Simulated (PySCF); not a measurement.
Compound: C5H12Si2.
SMILES with atom numbers: `[SiH3:1][CH2:2][SiH:3]1[CH2:4][CH:5]=[CH:6][CH2:7]1` (hydrogens: H8, H9, H10 on Si1; H11, H12 on C2; H13 on Si3; H14, H15 on C4; H16 on C5; H17 on C6; H18, H19 on C7)

Structure used (PBE0-D3(BJ)/def2-SVP), in Å, numbered top down from 1:
```xyz
19
C5H12Si2 angstrom
Si     3.145   -0.214   -0.046
C      1.654    0.929   -0.003
Si     0.064    0.204   -0.701
C     -1.468    1.295   -0.417
C     -2.341    0.419    0.443
C     -1.918   -0.809    0.778
C     -0.577   -1.289    0.288
H      2.878   -1.452    0.751
H      3.450   -0.624   -1.452
H      4.357    0.453    0.523
H      1.902    1.849   -0.561
H      1.470    1.229    1.044
H      0.277   -0.117   -2.148
H     -1.225    2.246    0.088
H     -1.974    1.574   -1.358
H     -3.313    0.790    0.790
H     -2.536   -1.463    1.403
H      0.088   -1.560    1.128
H     -0.670   -2.203   -0.325
```

Theory: core-valence-separated Tamm–Dancoff BHandHLYP/aug-pcX-1 (pcseg-1 on H, def2-SVPD on Si) in PySCF, non-relativistic, gas phase, PBE0-D3(BJ)/def2-SVP geometry. BHandHLYP without relativity tends to put these K edges a few eV too low, so spacings mean more than positions.

The lowest roots of each edge with f over 0.003 (five at most, numbered afresh; weaker and dark ones are left out), with transition dipoles (au) in the frame of the coordinates:

| root | edge | E (eV) | μx | μy | μz |
| --- | --- | --- | --- | --- | --- |
| 1 | C | 282.88 | -0.0264 | -0.0226 | -0.0497 |
| 2 | C | 282.89 | -0.0521 | -0.0446 | -0.0979 |
| 3 | C | 284.98 | -0.0126 | -0.0246 | -0.0084 |
| 4 | C | 285.22 | 0.0003 | 0.0339 | -0.0162 |
| 5 | C | 285.28 | -0.0209 | 0.0304 | 0.0041 |

Q: What are the oscillator strengths?

A: f = (2/3) ΔE |μ|², with ΔE in hartree (27.2114 eV):

```
root  ΔE (Eh)  |μ|² (au)      f  core hole on
   1  10.3956   0.003678  0.026         C5/C6
   2  10.3959   0.014288  0.099         C5/C6
   3  10.4729   0.000834  0.006            C2
   4  10.4816   0.001412  0.010            C4
   5  10.4838   0.001378  0.010            C7
```

Q: Molecules are fixed in this frame and the field points along x. What effective strengths 3 f cos²θ do the roots have (θ between field and μ)?

A: root 1 (C5/C6): 0.015, root 2 (C5/C6): 0.056, root 3 (C2): 0.003, root 4 (C4): 0.000, root 5 (C7): 0.009. Root 2 is the strongest. Averaged over all orientations cos²θ is 1/3, which gives f back.

Rough CPU time on one thread of a shared machine: about 70 s.

One conformer stands for the species.
